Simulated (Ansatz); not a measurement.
The lowest singlet and triplet of H4Si2 (SMILES [SiH][SiH3]); geometries from B3LYP-D3(BJ)/def2-TZVP, each state relaxed from the structure named, with no frequency check.
Singlet (charge 0, multiplicity 1):
```xyz
6

Si     1.2119    -0.5179    -0.1456
Si    -1.0145     0.3396     0.0882
H      1.7319     0.8246     0.3530
H     -1.2445     0.7393     1.5043
H     -2.0816    -0.6203    -0.2913
H     -1.1695     1.5521    -0.7624
```

A positive gap puts the triplet lower; no zero-point energy. R- takes a restricted singlet. U- takes an unrestricted singlet (broken symmetry where lower, unprojected). The triplet is unrestricted in single-reference levels.

Programs: Ansatz (Gaussian orbitals). 

Question: One of these levels gives -22.45 kcal/mol for the gap E(singlet) − E(triplet), vertical, at the singlet's geometry. Which?
A. R-PBE/def2-TZVPP
B. R-HF/cc-pV(D+d)Z
C. R-r2SCAN/def2-TZVPP
D. U-SVWN5/def2-TZVPP

Answer: D, U-SVWN5/def2-TZVPP. The others give -8.61 (R-HF/cc-pV(D+d)Z), -19.19 (R-PBE/def2-TZVPP), -14.52 (R-r2SCAN/def2-TZVPP)

Doubts at one or more of the structures used: a restricted determinant that unrestricted orbitals would lower (R-HF/cc-pV(D+d)Z, R-r2SCAN/def2-TZVPP).

Ansatz is an electronic-structure program.
